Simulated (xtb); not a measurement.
C4H8O2S, charge +1, doublet, from a rough starting geometry (a state made from the parent by changing its charge; the spin is typed, not shown lowest); GFN2-xTB (xtb).

Here is a job for xtb.
```
$ xtb mol.xyz --gfn 2 --chrg 1 --uhf 1 --opt vtight --json

# file mol.xyz
15

O      2.22196185     1.23552100    -0.47443031
S      1.14017274     0.69242409     0.48634911
O      1.35626130     1.08678048     1.78330077
C     -0.49919616     1.27961281    -0.07306354
C     -1.03781925     0.03854524    -0.76337395
C     -0.59714172    -1.13592872     0.04613895
C      0.87010659    -1.07850034     0.21446637
H     -1.09226713     1.55250780     0.82054350
H     -0.36593550     2.18312220    -0.75513745
H     -2.10730174     0.04714408    -0.84335447
H     -0.63401180    -0.01758246    -1.76596940
H     -0.86046625    -2.07473113    -0.36338789
H     -1.05141697    -1.09987955     1.05699040
H      1.36638847    -1.56410671     1.10984087
H      1.48965234    -1.29856296    -0.68518985
```

Problem. Write the output that xtb gives for this input, abridged.

Solution. 
```
   ID    Z sym.   atoms
    1    8 O      1, 3
    2   16 S      2
    3    6 C      4-7
    4    1 H      8-15

           -------------------------------------------------
          |                Calculation Setup                |
           -------------------------------------------------

           -------------------------------------------------
          |                 G F N 2 - x T B                 |
           -------------------------------------------------

          ...................................................
          :                      SETUP                      :
          :.................................................:
          :  # basis functions                  42          :
          :  # atomic orbitals                  41          :
          :  # shells                           23          :
          :  # electrons                        41          :
          :  max. iterations                   250          :
          :  Hamiltonian                  GFN2-xTB          :
          :  restarted?                      false          :
          :  GBSA solvation                  false          :
          :  PC potential                    false          :
          :  electronic temp.          300.0000000     K    :
          :  accuracy                    1.0000000          :
          :  -> integral cutoff          0.2500000E+02      :
          :  -> integral neglect         0.1000000E-07      :
          :  -> SCF convergence          0.1000000E-05 Eh   :
          :  -> wf. convergence          0.1000000E-03 e    :
          :  Broyden damping             0.4000000          :
          :  net charge                          1          :
          :  unpaired electrons                  1          :
          ...................................................

 iter      E             dE          RMSdq      gap      omega  full diag
   1    -23.6567437 -0.236567E+02  0.596E+00    7.44       0.0  T
   2    -23.6386435  0.181003E-01  0.343E+00    7.05       1.0  T
   3    -23.6251459  0.134976E-01  0.310E+00    6.94       1.0  T
   4    -23.6846778 -0.595319E-01  0.136E+00    7.08       1.0  T
   5    -23.7050894 -0.204116E-01  0.542E-01    7.13       1.0  T
   6    -23.7067041 -0.161467E-02  0.228E-01    7.13       1.0  T
   7    -23.7068365 -0.132331E-03  0.972E-02    7.13       1.0  T
   8    -23.7068506 -0.141309E-04  0.339E-02    7.12       1.0  T
   9    -23.7068513 -0.760503E-06  0.162E-02    7.12       1.6  T
  10    -23.7068536 -0.224653E-05  0.699E-03    7.12       3.7  T
  11    -23.7068536 -0.231838E-07  0.229E-03    7.12      11.3  T
  12    -23.7068537 -0.382613E-07  0.109E-03    7.12      23.8  T
  13    -23.7068537 -0.720232E-08  0.291E-04    7.12      88.8  T
  14    -23.7068537 -0.374754E-09  0.109E-04    7.12     236.3  T

   *** convergence criteria satisfied after 14 iterations ***

         :::::::::::::::::::::::::::::::::::::::::::::::::::::
         ::                     SUMMARY                     ::
         :::::::::::::::::::::::::::::::::::::::::::::::::::::
         :: total energy             -23.469219931824 Eh    ::
         :: gradient norm              0.182878879365 Eh/a0 ::
         :: HOMO-LUMO gap              7.118375915483 eV    ::
         ::.................................................::
         :: SCC energy               -23.706832057495 Eh    ::
         :: -> isotropic ES            0.142911547301 Eh    ::
         :: -> anisotropic ES         -0.011178624243 Eh    ::
         :: -> anisotropic XC          0.009143011023 Eh    ::
         :: -> dispersion             -0.010190595618 Eh    ::
         :: repulsion energy           0.237612125672 Eh    ::
         :: add. restraining           0.000000000000 Eh    ::
         :: total charge               1.000000000000 e     ::
         :::::::::::::::::::::::::::::::::::::::::::::::::::::

      -----------------------------------------------------------
[...]
 * total energy  :   -23.4964237 Eh     change       -0.1269745E-04 Eh
 * total energy  :   -23.4964309 Eh     change       -0.7262845E-05 Eh
 * total energy  :   -23.4964369 Eh     change       -0.5922141E-05 Eh
 * total energy  :   -23.4964437 Eh     change       -0.6872894E-05 Eh
 * total energy  :   -23.4964462 Eh     change       -0.2497361E-05 Eh
 * total energy  :   -23.4964475 Eh     change       -0.1216481E-05 Eh
 * total energy  :   -23.4964486 Eh     change       -0.1180575E-05 Eh
 * total energy  :   -23.4964495 Eh     change       -0.8922408E-06 Eh
 * total energy  :   -23.4964501 Eh     change       -0.6205289E-06 Eh
 * total energy  :   -23.4964506 Eh     change       -0.4558708E-06 Eh
 * total energy  :   -23.4964509 Eh     change       -0.2711225E-06 Eh
 * total energy  :   -23.4964510 Eh     change       -0.8876099E-07 Eh
   *** GEOMETRY OPTIMIZATION CONVERGED AFTER 19 ITERATIONS ***
         :: total energy             -23.496450960644 Eh    ::
[...]
        31                         -0.0541636              -1.4739
        32                         -0.0328878              -0.8949
       ...                                ...                  ...
        41                          1.0724671              29.1833
      -------------------------------------------------------------
                  HL-Gap            0.2351732 Eh            6.3994 eV
             Fermi-level           -0.5657868 Eh          -15.3958 eV

     #   Z          covCN         q      C6AA      α(0)
     1   8 O        0.860    -0.449    22.680     6.385
     2  16 S        3.846     1.211   100.813    16.899
     3   8 O        0.860    -0.449    22.678     6.385
     4   6 C        3.797    -0.127    22.947     6.821
     5   6 C        3.916    -0.090    22.153     6.690
     6   6 C        3.916    -0.090    22.153     6.690
     7   6 C        3.797    -0.128    22.949     6.821
     8   1 H        0.925     0.144     1.434     1.873
     9   1 H        0.925     0.145     1.425     1.866
    10   1 H        0.924     0.160     1.327     1.801
    11   1 H        0.924     0.112     1.678     2.026
    12   1 H        0.924     0.160     1.328     1.802
    13   1 H        0.924     0.112     1.679     2.026
    14   1 H        0.925     0.145     1.425     1.867
    15   1 H        0.925     0.144     1.434     1.873

 Mol. C6AA /au·bohr⁶  :       2309.006286
 Mol. C8AA /au·bohr⁸  :      61437.865346
 Mol. α(0) /au        :         71.824216

Wiberg/Mayer (AO) data.
largest (>0.10) Wiberg bond orders for each atom

 ---------------------------------------------------------------------------
     #   Z sym  total        # sym  WBO       # sym  WBO       # sym  WBO
 ---------------------------------------------------------------------------
     1   8 O    2.108 --     2 S    1.694     3 O    0.169
     2  16 S    4.677 --     3 O    1.695     1 O    1.694     7 C    0.596
                             4 C    0.596
     3   8 O    2.108 --     2 S    1.695     1 O    0.169
     4   6 C    3.870 --     5 C    1.046     9 H    0.956     8 H    0.946
                             2 S    0.596
     5   6 C    3.976 --     4 C    1.046     6 C    1.011    11 H    0.959
                            10 H    0.890
     6   6 C    3.976 --     7 C    1.046     5 C    1.011    13 H    0.959
                            12 H    0.890
     7   6 C    3.871 --     6 C    1.046    14 H    0.956    15 H    0.946
                             2 S    0.596
     8   1 H    0.979 --     4 C    0.946
     9   1 H    0.979 --     4 C    0.956
    10   1 H    0.973 --     5 C    0.890
    11   1 H    0.987 --     5 C    0.959
    12   1 H    0.973 --     6 C    0.890
    13   1 H    0.987 --     6 C    0.959
    14   1 H    0.979 --     7 C    0.956
    15   1 H    0.979 --     7 C    0.946
 ---------------------------------------------------------------------------

Topologies differ in total number of bonds
Writing topology from bond orders to xtbtopo.mol

molecular dipole:
                 x           y           z       tot (Debye)
 q only:       -0.925      -0.648      -0.405
   full:       -0.858      -0.604      -0.378       2.834
molecular quadrupole (traceless):
                xx          xy          yy          xz          yz          zz
 q only:       -0.928      -5.853       5.630       1.305      -1.579      -4.702
  q+dip:       -1.510      -6.847       5.683       0.576      -1.739      -4.172
   full:       -1.084      -6.965       6.428       1.241      -1.663      -5.344

optimized geometry written to: xtbopt.xyz

           -------------------------------------------------
          | TOTAL ENERGY              -23.496450960644 Eh   |
          | GRADIENT NORM               0.000063056639 Eh/α |
          | HOMO-LUMO GAP               6.399387368357 eV   |
           -------------------------------------------------

normal termination of xtb
```
